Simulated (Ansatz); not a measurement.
Relaxation of Cl3FGeH (6 atoms, charge 0, multiplicity 2), to a largest force component of 0.03 eV/Å in at most 50 steps.

Level of theory: UKS BLYP/def2-SVP in Ansatz 0.2.0.

```xyz
6
Properties=species:S:1:pos:R:3
Ge -0.380 -0.001 0.540
H 1.201 0.000 0.450
Cl 2.147 0.004 -0.704
Cl -1.518 1.788 0.014
Cl -1.513 -1.791 0.007
F 0.064 0.000 2.294
```

Question: Where does it end, and by what steps?

Answer: It converged. After 35 steps the energy has fallen by 1.196 eV; H2 moved furthest, 0.81 Å. Parted: Ge1–H2 (1.58 → 2.81 Å).

```
step  energy less start (eV)  largest force component (eV/Å)  accepted
   0                  0.0000                           2.152       yes
   2                 -0.6261                           0.986       yes
   4                 -0.8290                           1.070       yes
   6                 -0.7911                           1.767        no
   8                 -0.9005                           0.149       yes
  10                 -0.9064                           0.194       yes
  12                 -0.9100                           0.136       yes
  14                 -0.9150                           0.526       yes
  16                 -0.9427                           0.176       yes
  18                 -0.9609                           0.292       yes
  20                 -0.9937                           0.708       yes
  22                 -1.0342                           0.839       yes
  24                 -1.0461                           0.421        no
  26                 -1.0746                           0.106       yes
  28                 -1.0974                           0.189       yes
  30                 -1.1398                           0.311       yes
  32                 -1.1680                           0.816       yes
  34                 -1.1960                           0.034       yes
  35                 -1.1963                           0.006       yes
```

```xyz
6
Properties=species:S:1:pos:R:3
Ge -0.778 -0.005 0.210
H 2.009 0.007 0.539
Cl 2.389 0.009 -0.717
Cl -1.991 1.838 0.477
Cl -1.991 -1.847 0.489
F 0.365 -0.001 1.603
```

Whether the end is a true minimum wasn't checked by a vibrational analysis.

Run time: 66 s on 4 threads of Arm Neoverse V1 (shared host), peak memory 0.21 GiB.
